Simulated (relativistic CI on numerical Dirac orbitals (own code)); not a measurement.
Electric-dipole lines of Zn18+

Computed by Dirac-Coulomb-Breit CI, orbitals from a KLI potential per configuration, QED by a radiative potential, unscaled Slater integrals (own radial code, finite nucleus).

Configurations in the expansion (outside the closed core [Ne]): 3s2, 3s 3p, 3p2, 3s 3d, 3d2, 3p 3d, 3p 4s, 3d 4s, 3s 4s, 3s 4p, 3s 4d, 3s 4f, 3s 5s, 3s 5p, 3s 5d, 4s2. Levels of other configurations are missing.

| λ vac (nm) | Lower | Upper | A (s⁻¹) | log gf | S velocity/length |
| --- | --- | --- | --- | --- | --- |
| 2.7539 | 3s 3p 3P°_2 [4] | 3s 5d 3D_3 [66] | 6.07e+11 | -0.32 | 0.91 |
| 3.5398 | 3s2 1S_0 [1] | 3s 4p 1P°_1 [41] | 5.83e+11 | -0.48 | 0.98 |
| 3.6819 | 3s 3p 3P°_0 [2] | 3s 4d 3D_1 [42] | 5.50e+11 | -0.47 | 0.94 |
| 3.6960 | 3s 3p 3P°_1 [3] | 3s 4d 3D_2 [43] | 7.44e+11 | -0.12 | 0.94 |
| 3.7348 | 3s 3p 3P°_2 [4] | 3s 4d 3D_3 [44] | 1.01e+12 | 0.17 | 0.94 |
| 3.9069 | 3s 3p 1P°_1 [5] | 3s 4d 1D_2 [45] | 9.02e+11 | 0.01 | 0.97 |
| 4.1471 | 3p2 1D_2 [7] | 3s 4f 1F°_3 [53] | 3.61e+11 | -0.19 | 0.94 |
| 4.4683 | 3s 3d 3D_1 [11] | 3s 4f 3F°_2 [50] | 1.91e+12 | 0.46 | 0.96 |
| 4.4725 | 3s 3d 3D_2 [12] | 3s 4f 3F°_3 [51] | 2.01e+12 | 0.63 | 0.96 |
| 4.4792 | 3s 3d 3D_3 [13] | 3s 4f 3F°_4 [52] | 2.26e+12 | 0.79 | 0.96 |
| 4.6509 | 3s 3d 1D_2 [14] | 3s 4f 1F°_3 [53] | 1.76e+12 | 0.60 | 0.95 |
| 15.341 | 3p2 1D_2 [7] | 3p 3d 1F°_3 [25] | 2.35e+10 | -0.24 | 1.05 |
| 17.622 | 3s 3p 3P°_1 [3] | 3s 3d 3D_2 [12] | 2.46e+10 | -0.24 | 1.02 |
| 18.079 | 3p2 3P_0 [6] | 3p 3d 3D°_1 [19] | 3.58e+10 | -0.28 | 1.02 |
| 18.475 | 3s 3p 3P°_2 [4] | 3s 3d 3D_3 [13] | 2.86e+10 | 0.01 | 1.02 |
| 18.678 | 3p2 3P_1 [8] | 3p 3d 3D°_2 [20] | 3.05e+10 | -0.10 | 1.02 |
| 18.708 | 3p 3d 3F°_4 [18] | 3d2 3F_4 [29] | 1.90e+10 | -0.05 | 0.90 |
| 19.061 | 3s 3p 1P°_1 [5] | 3s 3d 1D_2 [14] | 5.72e+10 | 0.19 | 0.98 |
| 19.096 | 3p2 3P_2 [9] | 3p 3d 3P°_2 [24] | 2.39e+10 | -0.18 | 0.99 |
| 19.249 | 3p2 3P_2 [9] | 3p 3d 3D°_3 [21] | 2.79e+10 | 0.04 | 1.05 |
| 20.038 | 3p2 1D_2 [7] | 3p 3d 1D°_2 [17] | 1.80e+10 | -0.27 | 1.00 |
| 20.787 | 3p 3d 3D°_3 [21] | 3d2 3F_4 [29] | 3.06e+10 | 0.25 | 1.15 |
| 21.816 | 3s2 1S_0 [1] | 3s 3p 1P°_1 [5] | 3.29e+10 | -0.15 | 0.98 |
| 22.705 | 3p 3d 1F°_3 [25] | 3d2 1G_4 [34] | 3.36e+10 | 0.37 | 1.39 |
| 23.301 | 3s 3p 3P°_2 [4] | 3p2 3P_2 [9] | 1.80e+10 | -0.14 | 0.96 |
| 24.546 | 3s 3d 3D_3 [13] | 3p 3d 3D°_3 [21] | 1.06e+10 | -0.17 | 0.86 |
| 25.598 | 3s 3d 1D_2 [14] | 3p 3d 1F°_3 [25] | 2.57e+10 | 0.25 | 1.06 |
| 28.254 | 3s 3d 3D_3 [13] | 3p 3d 3F°_4 [18] | 9.01e+09 | -0.01 | 1.03 |
| 53.086 | 3s 4p 3P°_2 [40] | 3s 4d 3D_3 [44] | 5.84e+09 | 0.24 | 0.97 |
| 111.44 | 3s 5p 3P°_2 [62] | 3s 5d 3D_3 [66] | 1.76e+09 | 0.36 | 0.98 |

Terms are leading LS components. Brackets give the number of a level in order of energy, since labels repeat. The list gives strong lines, with weight on those to low levels. Levels whose partners in the same complex of configurations lie outside the list can be far off, and so can their lines. Rates are taken at the computed energies, electric ones in the length gauge. A velocity-to-length ratio far from 1 marks an uncertain rate.

At this charge energies of transitions that change n are usually good to better than 1 %, and those within a shell (Δn = 0) to a few per cent.

LS names give the leading component of a level, which can be under half, so a name can repeat, a term be missing and a line seem to break the LS rules.
